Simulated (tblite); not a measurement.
C4H4ClF2O (doublet state).
SMILES with atom numbers: `[F:1][CH:2]([F:3])[C@@:4]1([Cl:5])[CH:6][O:7][CH2:8]1` (hydrogens: H9 on C2; H10 on C6; H11, H12 on C8)

Cartesian coordinates in Å at the GFN2-xTB level; atoms count from 1:
```xyz
12
C4H4ClF2O angstrom
F      1.2388   -0.2542    1.6706
C      1.3231   -0.4814    0.3378
F      2.2521    0.3786   -0.1270
C     -0.0268   -0.2261   -0.3207
Cl     0.2385   -0.7096   -2.1064
C     -1.2610   -0.7089    0.2796
O     -1.8788    0.5103    0.3251
C     -0.6897    1.1500   -0.1630
H      1.6855   -1.5084    0.1858
H     -1.7698   -1.6425    0.3828
H     -0.2367    1.7916    0.5940
H     -0.8739    1.6999   -1.0846
```

Computed values, GFN2-xTB/tblite, gas phase, harmonic and unscaled. Against measured fundamentals such values can be off by several per cent, at times by over 20. One conformer, not necessarily the lowest. Open shells enter through the occupations alone, without spin polarisation, and single modes of such species can be off by tens of per cent.

Harmonic wavenumbers (cm⁻¹): 52.4, 129.8, 161.4, 193.6, 260.0, 302.4, 332.2, 431.0, 435.6, 515.1, 612.9, 748.1, 905.8, 982.9, 1015.2, 1033.7, 1067.2, 1078.5, 1086.5, 1119.5, 1209.9, 1237.0, 1248.5, 1265.6, 1319.1, 1425.0, 2910.5, 2989.8, 3012.9, 3189.1.

A = 1984, B = 1746, C = 1141 MHz; mass 140.992 u (most abundant isotopes); point group C1, symmetry number 1; spin multiplicity 2.

Question: What is the zero-point energy?

Answer: Half the sum of the wavenumbers: 16136 cm⁻¹ = 193.02 kJ/mol.

Question: Give the ideal-gas entropy at 298.15 K and 1 bar in the rigid-rotor, harmonic-oscillator model (classical rotation).

Answer: Translation 170.57, rotation 120.45, vibration 86.04, spin (R ln 2) 5.76: S = 382.8 J/(mol K).

Question: And Cp and H(298.15 K) − H(0)?

Answer: Cp = 125.87 J/(mol K), of which vibrations give 92.61 (their classical limit is 30 R = 249.4); H(298.15 K) − H(0) = 23.91 kJ/mol without the zero-point energy, 14.00 from vibrations.

Question: Which modes carry the vibrational entropy at 298.15 K?

Answer: 52.4 cm⁻¹: 19.77; 129.8 cm⁻¹: 12.34; 161.4 cm⁻¹: 10.60; 193.6 cm⁻¹: 9.18; 260.0 cm⁻¹: 6.95; 302.4 cm⁻¹: 5.87 J/(mol K); the other 24 give 21.34 together.

Question: How do the functions run with temperature in this model?

Answer: 
| T (K) | S (J/(mol K)) | Cp (J/(mol K)) | H − H(0) (kJ/mol) | G − H(0) (kJ/mol) | ln q(vib) |
| --- | --- | --- | --- | --- | --- |
| 100 | 282.8 | 65.7 | 4.71 | -23.57 | 1.02 |
| 200 | 338.6 | 97.6 | 12.94 | -54.77 | 2.84 |
| 300 | 383.6 | 126.4 | 24.15 | -90.94 | 4.74 |
| 500 | 460.3 | 174.9 | 54.59 | -175.56 | 8.47 |
| 800 | 552.5 | 216.0 | 113.94 | -328.09 | 13.68 |
| 1000 | 602.6 | 231.9 | 158.83 | -443.72 | 16.83 |

q(vib) and H(0) count from the zero-point level.

Question: What must be added to the electronic energy to get the Gibbs energy at 298.15 K and 1 bar?

Answer: ZPE + [H(298.15 K) − H(0)] − T·S = 193.02 + 23.91 − 114.14 = 102.79 kJ/mol.

Question: Blend soft modes into free rotors: weight 1/[1 + (100 cm⁻¹/ν̃)⁴] for the oscillator and the rest for a rotor with moment μB/(μ + B), μ = h/(8π²ν), B = 10⁻⁴⁴ kg m². What vibrational entropy results?

Answer: 80.87 J/(mol K) in place of 86.04, which changes −T·S at 298.15 K by +1.54 kJ/mol.

Hindered rotation and anharmonicity are outside this model. Other conformers, if any are populated, would add a mixing term that is left out. The structure is chiral; the term R ln 2 for an equal mix with its mirror image is left out.
